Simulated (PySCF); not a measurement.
Si(F)2(I)(OMe) (CH3F2IOSi), SMILES O([Si](F)(F)I)C.

The structure is a stationary point at B3LYP-D3(BJ)/def2-SVP. This is a generated structure with no PubChem entry under its InChIKey; it may be hypothetical. The def2 effective core potentials stand for the cores of I; spin–orbit coupling is left out. One conformer was computed; it need not be the lowest.

Two levels are set side by side: PBE/def2-TZVP (PySCF) and PBE0/def2-TZVP (PySCF). Same geometry, gas phase. Differences are taken from unrounded values.

| quantity | PBE |
|---|---|
| orbital gap (eV) | 5.49 |
| highest occupied level (eV) | -7.01 |
| lowest empty level (eV) | -1.52 |
| dipole moment (D) | 2.42 |
| mean polarisability (bohr³) | 69.7 |

Question: These are the PBE values. What does PBE0 give? (An estimate is asked for; the answer gives what the named calculation found.)

Answer: 
| quantity | PBE0 | PBE minus PBE0 |
|---|---|---|
| orbital gap (eV) | 7.63 | -2.14 |
| highest occupied level (eV) | -8.23 | 1.22 |
| lowest empty level (eV) | -0.60 | -0.92 |
| dipole moment (D) | 2.54 | -0.12 |
| mean polarisability (bohr³) | 66.6 | 3.0 |

PBE's occupied levels lie high since its potential decays too fast outside the molecule; exact exchange lowers them and widens the gap. PBE's more diffuse valence density responds more strongly to a field. Differences between two approximate levels are no errors against the true value.

Rough cost on one machine, each run with all the roots and properties that it gave: PBE0 against PBE within a factor of 2.
